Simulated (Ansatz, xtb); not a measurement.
C2H8OSi: which of two isomers lies lower

Structure X is `C[SiH](C)O`, a singlet and structure Y is `CC[SiH2]O`, a singlet. Both are isolated molecules in the gas phase, relaxed with r2SCAN-D4/def2-SVP; the shapes shown needn't be the lowest conformers.

X (Å):

| atom | x (Å) | y (Å) | z (Å) |
| --- | --- | --- | --- |
| C | -1.1541 | -3.5441 | 0.2686 |
| C | -2.0753 | -0.6141 | 0.2270 |
| O | 0.5883 | -1.4005 | -0.7278 |
| Si | -0.5977 | -1.7572 | 0.4022 |
| H | -1.8725 | -3.7945 | 1.0671 |
| H | -1.6522 | -3.7440 | -0.6954 |
| H | -0.3002 | -4.2350 | 0.3558 |
| H | 0.0719 | -1.5280 | 1.7146 |
| H | -1.7707 | 0.4431 | 0.2876 |
| H | -2.5915 | -0.7613 | -0.7369 |
| H | -2.8132 | -0.7979 | 1.0258 |
| H | 0.3415 | -1.4925 | -1.6547 |

Y (Å):

```yaml
atoms:
  - { symbol: C, position_ang: [-0.8148, 0.8445, -1.4969] }
  - { symbol: C, position_ang: [-0.7096, -0.2847, -0.4672] }
  - { symbol: O, position_ang: [-3.5835, -0.3240, 0.1631] }
  - { symbol: Si, position_ang: [-2.2883, -1.2866, -0.2810] }
  - { symbol: H, position_ang: [-1.6229, 1.5477, -1.2337] }
  - { symbol: H, position_ang: [0.1156, 1.4310, -1.5663] }
  - { symbol: H, position_ang: [-1.0322, 0.4551, -2.5058] }
  - { symbol: H, position_ang: [0.1095, -0.9797, -0.7316] }
  - { symbol: H, position_ang: [-0.4479, 0.1239, 0.5260] }
  - { symbol: H, position_ang: [-2.5791, -1.9806, -1.5806] }
  - { symbol: H, position_ang: [-2.1378, -2.2942, 0.8056] }
  - { symbol: H, position_ang: [-3.9903, 0.1999, -0.5355] }
```

Estimate E(Y) − E(X) at the level CCSD(T)/def2-SVP + ΔMP2/def2-TZVPP.

Calculated at CCSD(T)/def2-SVP + ΔMP2/def2-TZVPP: E(Y) − E(X) = +13.4 kcal/mol, so structure X lies lower.

Level by level:

```
                             level            geometry  E(Y) − E(X) (kcal/mol)  departure from the last row (kcal/mol)  job, with rough time for the two
                          GFN2-xTB            GFN2-xTB                      −4.4                                   −17.8               optimisation, 6.1 s
                         HF/STO-3G            GFN2-xTB                     +13.6                                    +0.1               single point, 3.2 s
      r2SCAN-D4/def2-SVP//GFN2-xTB            GFN2-xTB                     +13.4                                     0.0                single point, 15 s
                r2SCAN-D4/def2-SVP  r2SCAN-D4/def2-SVP                     +13.0                                    −0.5             optimisation, 3.2 min
                       HF/def2-SVP  r2SCAN-D4/def2-SVP                     +11.4                                    −2.1           part of the CCSD(T) run
                      MP2/def2-SVP  r2SCAN-D4/def2-SVP                     +11.2                                    −2.2           part of the CCSD(T) run
                  CCSD(T)/def2-SVP  r2SCAN-D4/def2-SVP                     +10.5                                    −3.0                      single point
CCSD(T)/def2-SVP + ΔMP2/def2-TZVPP  r2SCAN-D4/def2-SVP                     +13.4                                                        single point, 75 s
```

As drawn, Y has 1 C–C, 1 Si–H in place of 1 C–Si, 1 C–H.

GFN2-xTB puts the two in the other order. The largest departure from CCSD(T)/def2-SVP + ΔMP2/def2-TZVPP is that of GFN2-xTB, 17.8 kcal/mol. The last row adds to CCSD(T) the change of the MP2 difference between the two basis sets, here +3.0 kcal/mol.

With harmonic frequencies from r2SCAN-D4/def2-SVP (ideal gas, rigid rotor, one conformer each, 298.15 K, 1 atm): on the last row, ΔE + ΔZPE = +13.7, ΔH = +13.4, ΔG = +13.7 kcal/mol.

The correlated steps freeze 8 core orbitals. Mirror images aren't counted in ΔG. Run with Ansatz 0.2.0, xtb 6.7.1; the last row on 2 threads of Intel(R) Xeon(R) Processor @ 2.50GHz (Skylake/Cascade Lake) on a shared host.
